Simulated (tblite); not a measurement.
Run record: tight-binding relaxation, `C=CC[SiH2][SiH2][GeH2][CH3]`.

Computed with GFN2-xTB geometry optimisation, gas phase (tblite 0.8.0). Start geometry: from a force field or distance geometry. A driver script takes a list of jobs; this job's settings line and coordinates (Å) are shown.

Command:
```bash
OMP_NUM_THREADS=1 python probes_run.py task.json out
```

Input:
```
{"job": {"kind": "relax", "xc": "GFN2-xTB", "basis": "xTB"}, "charge": 0, "multiplicity": 1}
C     -3.358600     0.485000    -0.169900
C     -2.149700     0.963200    -0.443700
C     -1.170700     0.205600    -1.303000
Si    -0.514900    -1.301700    -0.439400
Si     0.447900    -0.703500     1.496800
Ge     1.902500     1.038100     1.060000
C      3.112600     0.515600    -0.372900
H     -4.040100     1.065100     0.458500
H     -3.692000    -0.469200    -0.568500
H     -1.855000     1.923000    -0.028400
H     -1.675800    -0.093700    -2.256500
H     -0.325100     0.865700    -1.549600
H     -1.614100    -2.250000    -0.146700
H      0.493500    -1.955700    -1.292200
H     -0.586900    -0.240900     2.435200
H      1.180800    -1.841200     2.067900
H      2.721300     1.371300     2.343600
H      1.094800     2.275700     0.615500
H      2.521600     0.287600    -1.274900
H      3.823000     1.342800    -0.575600
H      3.676100    -0.382900    -0.056600
```

Output:
```
step      E/eV     max force
  0    -571.88933    1.579
  1    -571.99301    0.539
  2    -572.03752    0.439
  3    -572.06400    0.505
  4    -572.09466    0.456
  5    -572.12090    0.370
  6    -572.13843    0.452
  7    -572.15718    0.393
  8    -572.17245    0.336
  9    -572.18219    0.205
... (125 lines left out)
135    -572.25742    0.018
136    -572.25747    0.021
137    -572.25753    0.020
138    -572.25758    0.016
139    -572.25762    0.019
140    -572.25767    0.017
141    -572.25771    0.022
142    -572.25774    0.018
143    -572.25776    0.011
144    -572.25778    0.008
```

«max force» is the largest atomic force in eV/Å.

Problem. From which step on does the largest force stay under 0.1 eV/Å, and how much energy is left to gain from there?

Solution. From step 42 (0.083 eV/Å), 19.6 meV above the end.

In short: energy lowered by 8.5 kcal/mol over 144 steps; largest atomic force 0.008 eV/Å at the end.

Problem. Where do the atoms end?

Solution. 0.411 Å rms from the input after alignment:
```
atom  x, y, z in Å
C1    -3.4364    0.8603   -0.4195
C2    -2.1197    0.7897   -0.3405
C3    -1.2550   -0.0056   -1.2483
Si4   -0.6093   -1.5668   -0.3409
Si5    0.5615   -0.8625    1.5366
Ge6    1.8541    1.0474    1.0644
C7     3.1868    0.7370   -0.3598
H8    -4.0229    1.4349    0.2767
H9    -3.9837    0.3473   -1.1939
H10   -1.5963    1.3160    0.4510
H11   -1.8075   -0.2858   -2.1447
H12   -0.3988    0.5980   -1.5594
H13   -1.7683   -2.4216   -0.0558
H14    0.2214   -2.2990   -1.3119
H15   -0.3191   -0.5628    2.6730
H16    1.4733   -1.9051    2.0288
H17    2.6161    1.6174    2.2426
H18    1.0478    2.2535    0.6236
H19    2.6998    0.4585   -1.2918
H20    3.7894    1.6217   -0.5477
H21    3.8578   -0.0727   -0.0829
```

Problem. How long does this job take on an Arm Neoverse V1 with one thread (shared host)?

Solution. About 1.5 s.
Labels such as C1 count atoms from 1, the log's own numbers from 0.
